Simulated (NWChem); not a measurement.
Correlation energy of F2Zn

```xyz
3

Zn     0.0000     0.0000     0.0000
F      0.0000     0.0000     1.7300
F      0.0000     0.0000    -1.7300
```
Charge 0, spin multiplicity 1.

Program: NWChem. The geometry was optimised at PBE0/def2-SVP, a minimum by its harmonic frequencies.

Basis set: def2-SVP. Each correlation energy counts from its own Hartree-Fock reference.

The correlated methods keep 11 core orbitals frozen. The structure started from a generated list of species. Coupled-cluster values serve here as a point of comparison, not as the truth.

Q: For the correlation energy, CR-CCSD(T) gives -664.7 mHa and MP2 gives -674.4 mHa. What do SCS-MP2, CR-CCSD[T], CCSD give?

A: SCS-MP2: -621.9 mHa; CR-CCSD[T]: -667.0 mHa; CCSD: -655.5 mHa.
